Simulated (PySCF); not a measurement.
**Assignment exercise: C₆H₇FO₂Si**

Bonds (- single, = double, # triple, : aromatic): C1-C2, C2#C3, C3-C4, C4=C5, C5-O6, O6-Si7, Si7-O8, C5-C9, C9-F10, C9-C4. C1 carries H11, H12, H13; Si7 carries H14, H15; O8 carries H16; C9 carries H17. Stereochemistry as in CC#CC1=C(O[SiH2]O)[C@H]1F. H15 is pro-R; H14 is pro-S.

- geometry: GFN2-xTB
- PBE0/pcSseg-1 with gauge-including orbitals
- program: PySCF
- one computed conformer, equivalent nuclei averaged, relativity neglected, no solvent

References, each an isolated molecule treated in the same way: ¹³C (186.93 ppm) and ¹H (31.72 ppm) vs TMS.

(1) Assign these signals to the numbered atoms. ¹³C{¹H} NMR (computed): δ 139.7 (C), 103.1 (C), 85.7 (C), 73.9 (CH), 72.5 (C), 6.1 (CH3).

(2) Assign these signals to the numbered atoms. ¹H NMR (500 MHz, computed): δ 5.23 (m, 1H), 5.14 (m, 1H), 5.01 (m, 1H), 2.31 (s, 3H), 1.99 (br s, 1H).

## Answers

(1) 
| δ (ppm) | atoms | environment | reason |
| --- | --- | --- | --- |
| 139.7 | C5 | alkene carbon bearing oxygen | an sp2 carbon further deshielded by the attached heteroatom |
| 103.1 | C2 | alkyne carbon | the triple bond shields along its axis, which puts it between sp3 and sp2 carbons |
| 85.7 | C4 | β carbon of an enol-ether or enamine type C=C | the O or N lone pair pushes π density onto this β carbon and shields it |
| 73.9 | C9 | three-membered-ring carbon | the inductive effect lowers its shielding |
| 72.5 | C3 | alkyne carbon | sp carbons lie upfield of alkene carbons because the cylindrical π system leaves one tensor component strongly shielded |
| 6.1 | C1 | propargylic methyl carbon | saturated and bonded to C and H only |

C9 and C3 lie closer than the usual error of such a calculation, so a measured spectrum could show them in the other order.

(2) 
5.23 → H15, hydrogen on a silicon bonded to 2 O
5.14 → H14, hydrogen on a silicon bonded to 2 O
5.01 → H17, hydrogen on a three-membered-ring carbon: its carbon carries F, hence the downfield position
2.31 → H11/H12/H13, hydrogen on a propargylic methyl carbon
1.99 → H16, hydrogen on an oxygen bonded to Si: exchangeable; this is the value without hydrogen bonding to other molecules

H15 and H14 lie closer than the usual error of such a calculation, so a measured spectrum could show them in the other order.

The OH or NH signal is concentration- and solvent-dependent in practice; the value given is the gas-phase one. Splittings by ¹⁹F in the carbon and heteronuclear signals aren't shown, as no couplings were computed. Shifts are as computed. Against solution values, carbons near 30 ppm lie about +3 ppm off and those near 130 ppm about +5 ppm. Of 1211 compounds with measured shifts, 218 miss one by over three times the rms of a fit or turn the order of signals round; such compounds aren't used in these exercises. No couplings were computed; multiplicities are counted from neighbouring protons, with m where these are inequivalent, close in shift, in a saturated or five-membered ring or joined by F or P, and br s for small geminal =CH2 splittings.
